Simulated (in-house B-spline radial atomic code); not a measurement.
RPA and G0W0 on B3LYP (VWN-RPA): Mo II (Mo+)

Configuration [Kr] 4d5, highest spin, mean-field start B3LYP (VWN-RPA). Computed with an all-electron radial atomic-structure program (B-spline basis): all electrons, scalar-relativistic (spin-free one-electron X2C), finite nucleus, each spin shell either full or empty, empty states to l = 9 with an (l + 1/2)⁻⁴ tail; G0W0 by contour deformation at full frequency.

Command:
```bash
python run_gw.py task.json out
```
Settings (radii: box in bohr, nucleus in fm):
```
Z                        42
electrons                41
configuration            [Kr] 4d5
hamiltonian              x2c
method                   b3lyp
lmax                     9
rms_radius               4.4091
spin_polarised           True
box_radius               23.78
intervals                70
```

Time taken, with all properties: 4.7 s on 1 thread of Arm Neoverse V2, on a shared host.

Energies (hartree):

```
                                     term        value
                         mean-field total  -4048.18910
Hartree-Fock functional on these orbitals  -4045.98938
                      direct second order      -3.4174
                    second-order exchange      0.99988
                         SOSEX correction      0.92694
```

Problem. What is the RPA correlation energy, and what remains with SOSEX?

Solution. RPA gives -3.0074 hartree (-2 eV per electron); RPA + SOSEX gives -2.0805, and the second-order doubles -2.4175 hartree (no singles). RPA lacks exchange-type terms and so overcorrelates at short range.

Quasi-particle levels (eV):

```
level  occupied  mean field  Σx - vxc     Σc  QP weight    G0W0
4d up       yes     -12.386     -4.08      ?          ?       ?
5s up        no      -9.524      3.60  -1.57      0.932  -7.498
```

G0W0 = mean field + (Σx - vxc) + Σc, with Σc (partial-wave tail included) taken at the quasi-particle energy. Only the outer levels were computed. Levels of low weight are left out.

Problem. Where does G0W0 put 4d up?

Solution. At -16.454 eV, with Σc = 0.01 eV and a quasi-particle weight of 0.708. The tabulated removal energy is 16.16 ± 0.12 eV (NIST, semi-empirical); the calculation leaves out spin-orbit coupling, Breit and QED terms, and what these don't explain is the method's own error.
